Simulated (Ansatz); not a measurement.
Job for Ansatz (a program for electronic structure): U-r2SCAN/def2-TZVPP on CH4N (SMILES [CH2]N), 2S+1 = 2, atoms moved off the minimum.

Ansatz 0.2 input:
```yaml
crystal:
  periodic: [false, false, false]
  atoms:
    - {symbol: C, position_ang: [-0.71418062, 0.08100150, -0.13891096]}
    - {symbol: N, position_ang: [0.65941373, -0.01150689, 0.18499463]}
    - {symbol: H, position_ang: [-1.32043838, -0.80439633, 0.00646453]}
    - {symbol: H, position_ang: [-1.16687991, 1.03088974, 0.05008885]}
    - {symbol: H, position_ang: [1.22683408, 0.67737319, -0.11250093]}
    - {symbol: H, position_ang: [1.09851199, -0.95368148, -0.11223792]}
basis:
  gaussian:
    orbitals: def2-TZVPP
hamiltonian:
  xc: {name: r2SCAN}
magnetization: {spin_polarized: true, initial_magnetization: 1}
output: {forces: true}
```

The head of its log:

```
WARN ansatz: RAYON_NUM_THREADS=1 ignored (pool sized by the plan → 1); use --threads N
Functional definition: r2SCAN
integrals: 0.02 GiB planned
571 factors; their error is unknown
mean field: 0.36 GiB planned
mean field evaluation 1: about -2583.2549 eV, gradient 4.0e1 eV
mean field evaluation 2: about -2576.5452 eV, gradient 5.4e1 eV
```

Question: Give the final energy of this run.

Answer: -95.1761 hartree.
